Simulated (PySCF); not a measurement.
**Solvent effects on NMR parameters**

Geometry:
```tsv
atom	x (Å)	y (Å)	z (Å)
Si1	-2.364	-1.695	0.320
N2	-1.542	-0.172	0.089
Si3	-2.309	1.389	0.270
C4	-0.103	-0.290	-0.188
C5	0.799	-0.114	1.049
Si6	2.590	-0.008	0.454
N7	2.303	0.719	-1.109
Si8	0.627	0.818	-1.570
H9	-2.297	-2.528	-0.924
H10	-3.791	-1.430	0.663
H11	-1.722	-2.495	1.413
H12	-3.590	1.181	1.006
H13	-2.617	2.051	-1.038
H14	-1.428	2.318	1.045
H15	0.085	-1.307	-0.589
H16	0.555	0.839	1.550
H17	0.631	-0.916	1.787
H18	3.452	0.834	1.341
H19	3.241	-1.356	0.359
H20	3.055	1.024	-1.717
H21	0.070	2.208	-1.517
H22	0.357	0.281	-2.939
```

GIAO PBE0/pcSseg-1 in PySCF on one PBE0-D3(BJ)/def2-SVP conformer, non-relativistic, equivalent nuclei averaged. Solvents enter as an IEF-PCM continuum (benzene with ε = 2.3, methanol with ε = 32.6) around the gas-phase geometry. Shifts are referred to TMS computed in the same medium.

Gas phase, δ in ppm: Si6 -22.1, Si8 -31.6, Si1/Si3 -48.6, C4 44.0, C5 13.5, H21 5.18, H18 4.98, H19 4.89, H22 4.83, H9/H10/H11/H12/H13/H14 4.71, H15 2.77, H16 1.57, H17 1.43, H20 -0.34. Dipole moment 1.14 D.

(1) How does each δ change in the continuum?

(2) Which of the listed nuclei move most (in ppm), and what does the model miss? (N and O are left out, as their reference compounds move with the solvent too.)

## Answers

(1) 
```tsv
atoms	environment	Δδ, benzene	Δδ, methanol
Si6	silicon bonded to C, N, 2 H, in a 5-membered ring	-0.1	-0.2
Si8	silicon bonded to C, N, 2 H, in a 5-membered ring	+0.1	-0.1
Si1/Si3	silicon bonded to N, 3 H	0.0	-0.3
C4	sp3 CH bonded to N and Si	+0.4	+0.7
C5	sp3 CH2 bonded to Si	+0.5	+1.1
H21	hydrogen on a silicon bonded to C, N, in a 5-membered ring	-0.03	-0.10
H18	hydrogen on a silicon bonded to C, N, in a 5-membered ring	-0.04	-0.10
H19	hydrogen on a silicon bonded to C, N, in a 5-membered ring	-0.05	-0.11
H22	hydrogen on a silicon bonded to C, N, in a 5-membered ring	-0.03	-0.08
H9/H10/H11/H12/H13/H14	hydrogen on a silicon bonded to N	-0.02	-0.06
H15	hydrogen on an sp3 CH bonded to N and Si	+0.08	+0.18
H16	hydrogen on an sp3 CH2 bonded to Si	0.00	+0.03
H17	hydrogen on an sp3 CH2 bonded to Si	+0.07	+0.11
H20	hydrogen on a nitrogen bonded to 2 Si, in a 5-membered ring	+0.30	+0.65
```

Changes are relative to the gas phase. The dipole moment becomes 1.25 D in benzene, 1.41 D in methanol.

(2) C5 (sp3 CH2 bonded to Si, +1.1 ppm) in methanol. A continuum only polarises the solute; specific hydrogen bonds, the anisotropy of aromatic solvents and changes of geometry or conformer are outside it.
